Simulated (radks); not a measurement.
Values are calculated unless marked as measured or tabulated.
Removal energies from the silicon ion Si10+, [He] 2s2, by Delta-SCF beside the eigenvalue of the level emptied. Level of theory: scalar-relativistic Kohn-Sham, LDA (Slater exchange, Perdew-Wang correlation), spin-polarised, spherical densities, finite nucleus; Fermi nuclear charge, rms radius of each element as measured or else 0.836 A^(1/3) + 0.57 fm (a radial shooting solver on a logarithmic mesh with Libxc functionals). Open shells are filled with parallel spins first.

removed from  final configuration  Delta-SCF (eV)  -eigenvalue (eV)
2s                       [He] 2s1          472.49            452.98
1s                        1s1 2s2          2287.2            2205.1
